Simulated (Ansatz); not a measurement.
H₆S, SMILES [H][S@OH27]([H])([H])([H])([H])[H].

The structure is a stationary point at ωB97X-D3(BJ)/def2-TZVP.

Two levels are set side by side: PBE/def2-TZVPD (Ansatz, a quantum-chemistry and plane-wave program) and PBE0/def2-TZVPD (Ansatz). Energy differences of separate SCF runs at the same geometry; the states with an electron removed or added have multiplicity 2 and 2. Differences are taken from unrounded values.

```json
[
 {"quantity": "vertical ionisation energy (eV)", "PBE": "9.17"},
 {"quantity": "vertical singlet–triplet gap (eV)", "PBE": "3.59"}
]
```

Q: These are the PBE values. What does PBE0 give? (The exact figures need the calculation; the answer reports its results.)

A: 
| quantity | PBE0 | PBE minus PBE0 |
|---|---|---|
| vertical ionisation energy (eV) | 9.27 | -0.09 |
| vertical singlet–triplet gap (eV) | 3.84 | -0.24 |
